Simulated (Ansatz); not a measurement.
Cl3H3OSi2 (`Cl[SiH2]O[SiH](Cl)Cl`) from Hartree–Fock to CCSD(T)

| atom | x (Å) | y (Å) | z (Å) |
| --- | --- | --- | --- |
| Cl1 | -0.2590 | 0.5190 | 2.7782 |
| Si2 | 0.4067 | -0.7523 | 1.3233 |
| O3 | 0.5738 | 0.0635 | -0.0821 |
| Si4 | -0.1699 | 0.7314 | -1.3508 |
| Cl5 | -2.1367 | 1.0381 | -0.9202 |
| Cl6 | -0.0322 | -0.5277 | -2.9428 |
| H7 | 1.7394 | -1.2489 | 1.7121 |
| H8 | -0.5886 | -1.8331 | 1.1719 |
| H9 | 0.4665 | 2.0098 | -1.6895 |

Charge 0, multiplicity 1. All single points use the PBE0-D4/def2-TZVP geometry. It is one conformer, not always the lowest. Frozen core, restricted reference, Ansatz. CBS rows extrapolate triple and quadruple zeta; past MP2 they add the triple-zeta difference.

| basis | HF (Eh) | MP2 corr. | CCSD corr. | (T) | CCSD(T) total |
| --- | --- | --- | --- | --- | --- |
| def2-TZVPP | -2033.34821 | -1.02896 | ? | ? | ? |
| def2-QZVPP | -2033.40928 | -1.12706 | – | – | – |
| CBS(def2) | -2033.41769 | ? | ? | as TZ | ? |

Question: Fill in the withheld values. (An estimate is asked.)

Answer: Ansatz gave: def2-TZVPP CCSD corr.: -1.09578; def2-TZVPP (T): -0.04444; def2-TZVPP CCSD(T) total: -2034.48843; CBS(def2) MP2 corr.: -1.19973; CBS(def2) CCSD corr.: -1.26656; CBS(def2) CCSD(T) total: -2034.72869.
